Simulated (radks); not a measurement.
Valence configurations of the manganese ion Mn+ (all share [Ar]). All-electron calculation, Dirac Kohn-Sham, PBEsol, spin-unpolarised, spherical densities, finite nucleus; open shells are shared between the two j in proportion to 2j + 1; Fermi nuclear charge, rms radius 3.7057 fm. Program: a radial shooting solver on a logarithmic mesh with Libxc functionals. Energies are relative to 3d5 4s1; eigenvalues in eV.

valence	E (eV)	e(3d3/2)	e(3d5/2)	e(4p1/2)	e(4p3/2)	e(4s1/2)
3d6	-1.658	-10.744	-10.637	-	-	-
3d5 4s1	0.000	-15.007	-14.886	-	-	-11.877
3d4.5 4s1.5	1.939	-17.544	-17.416	-	-	-12.727
3d4.5 4s1 4p0.5	4.440	-18.210	-18.082	-8.161	-8.077	-13.127
3d5 4p1	4.759	-16.329	-16.207	-7.942	-7.866	-
3d4 4s1 4p1	10.074	-21.631	-21.495	-9.060	-8.965	-14.336
3d3.5 4s1.5 4p1	14.211	-24.627	-24.483	-9.622	-9.517	-15.170
3d3.5 4s0.5 4p2	19.875	-25.851	-25.707	-10.197	-10.088	-15.832
3d3 4s1 4p2	25.423	-29.033	-28.880	-10.741	-10.621	-16.650
3d2.5 4s1.5 4p2	32.198	-32.404	-32.243	-11.288	-11.157	-17.466

NIST lists [Ar] 3d5 4s1 as the ground configuration; this level of theory puts 3d6 lower, by 1.658 eV. The energies are those of spherical spin-averaged densities, not of single terms.
